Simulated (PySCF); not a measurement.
Gas-phase reaction: 2 InHCl2 + Cl2 ⇌ 2 InCl3 + 2 H

Computed with PySCF and rigid-rotor harmonic-oscillator thermochemistry at 1 bar. † marks an energy on the PBE0/def2-TZVP geometry and frequencies; other levels use their own. MP2 and CCSD(T) freeze the core. Open shells (unrestricted): H (multiplicity 2); the rest are closed-shell singlets. In: scalar-relativistic def2 core potential, no spin-orbit coupling. InHCl2: computed as isolated molecules; such fragments, hydroxides, amides, oligomers or adducts are transient or little studied in the gas. MP2 isn't extrapolated to the basis-set limit; its ΔH°(298 K) is -6.3 kJ in def2-SVP and 41.5 kJ in def2-TZVPP. CCSD(T) isn't extrapolated to the basis-set limit; its ΔH°(298 K) is 39.2 kJ in def2-SVP and 83.1 kJ in def2-TZVPP. The harmonic model lacks anharmonicity and excited electronic states, which grow with temperature; levels with a mode under 35 cm⁻¹ are left out. Soft modes under 120 cm⁻¹ make the harmonic entropy rough for InHCl2, InCl3.

```csv
level,"ΔE electronic, kJ","ΔH°(298 K), kJ","ΔS°(298 K), J/K","ΔG°(1400 K), kJ"
BLYP/def2-TZVP†,139,119,62,10
CCSD(T)/def2-SVP†,59,39,62,-70
MP2/def2-SVP†,13,-6,62,-115
MP2/def2-TZVPP†,61,41,62,-67
PBE/def2-TZVP†,117,97,62,-11
PBE0/def2-SVP†,78,58,62,-50
PBE0/def2-TZVP,101,82,62,-27
ωB97M-V/def2-TZVP†,113,93,62,-15
ωB97X-V/def2-TZVP†,106,87,62,-22
```
ΔH° is lowest at MP2/def2-SVP† and highest at BLYP/def2-TZVP†. No reference value is set beside these.
